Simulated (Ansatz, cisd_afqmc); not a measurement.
System: S, charge 0, triplet.

Total energies in def2-QZVPP, 6 correlated electrons, 5 frozen orbitals. Open shells are spin-unrestricted; no spin-orbit coupling. Cores are frozen in correlated methods. No relativity. AFQMC/CISD: phaseless, guided by CISD from CCSD amplitudes; bars are statistical, one sigma. Outlying blocks are dropped, and bars are widened where a walk drifts. Over all cases where full CI ran beside it in this data, AFQMC minus full CI had a median of +0.1 mEh and passed +0.4 mEh in a tenth of the cases.

```csv
method,program,energy (Eh),minus CCSDT(Q) (mEh)
HF,Ansatz,-397.51300,156.71
MP2,Ansatz,-397.64119,28.52
CCSD,Ansatz,-397.66283,6.88
CCSD(T),Ansatz,-397.66869,1.02
CCSDT(Q),Ansatz,-397.66971,0.00
AFQMC/CISD,cisd_afqmc,-397.6691 ± 0.0001,0.6 ± 0.1
```

Ansatz is an electronic-structure program.
